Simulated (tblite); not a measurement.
Species: C7H10Si.
InChI=1S/C7H10Si/c8-7-4-5-1-2-6(7)3-5/h1-2,4-6H,3H2,8H3/t5-,6+/m0/s1

Level: GFN2-xTB in tblite, geometry and Hessian alike; calculated harmonic values, unscaled, isolated species. This tight-binding method is rough: wavenumbers can miss measured ones by several per cent, in bad cases by 10 to 20. Modes of hydrogen on silicon can be 10 to 20 % off.

Harmonic wavenumbers (cm⁻¹): 72.8, 113.3, 178.6, 382.1, 426.2, 453.6, 491.5, 509.9, 544.5, 600.3, 720.3, 765.9, 778.0, 786.2, 791.5, 796.1, 816.1, 834.9, 876.6, 934.7, 961.1, 974.3, 985.2, 1011.3, 1026.1, 1055.9, 1094.5, 1108.5, 1169.7, 1185.5, 1195.4, 1221.6, 1231.0, 1245.3, 1281.1, 1484.8, 1627.3, 1660.0, 2228.1, 2240.4, 2266.7, 2984.8, 2991.2, 3017.2, 3017.8, 3133.7, 3134.9, 3151.6.

A = 3782, B = 1289, C = 1224 MHz; mass 122.055 u (most abundant isotopes); point group C1, symmetry number 1.

Problem. Zero-point energy?

Solution. Half the sum of the wavenumbers: 30779 cm⁻¹ = 88.00 kcal/mol.

Problem. Give the ideal-gas entropy at 500 K and 1 bar in the rigid-rotor, harmonic-oscillator model (classical rotation).

Solution. Translation 42.91, rotation 29.92, vibration 36.02: S = 108.8 cal/(mol K).

Problem. And Cp and H(500 K) − H(0)?

Solution. Cp = 53.92 cal/(mol K), of which vibrations give 45.97 (their classical limit is 48 R = 95.4); H(500 K) − H(0) = 14.41 kcal/mol without the zero-point energy, 10.44 from vibrations.

Problem. What must be added to the electronic energy to get the Gibbs energy at 500 K and 1 bar?

Solution. ZPE + [H(500 K) − H(0)] − T·S = 88.00 + 14.41 − 54.42 = 47.99 kcal/mol.

Problem. How do the functions run with temperature in this model?

Solution. 
| T (K) | S (cal/(mol K)) | Cp (cal/(mol K)) | H − H(0) (kcal/mol) | G − H(0) (kcal/mol) | ln q(vib) |
| --- | --- | --- | --- | --- | --- |
| 50 | 55.8 | 10.5 | 0.44 | -2.35 | 0.18 |
| 100 | 64.0 | 13.3 | 1.04 | -5.36 | 0.74 |
| 298.15 | 86.4 | 33.4 | 5.46 | -20.29 | 3.67 |
| 373.15 | 94.8 | 42.0 | 8.30 | -27.09 | 5.05 |
| 750 | 133.9 | 69.5 | 30.02 | -70.44 | 12.99 |
| 1000 | 155.3 | 79.1 | 48.68 | -106.67 | 18.26 |

q(vib) and H(0) count from the zero-point level.

Hindered rotation and anharmonicity are outside this model. The structure is chiral; the term R ln 2 for an equal mix with its mirror image is left out.
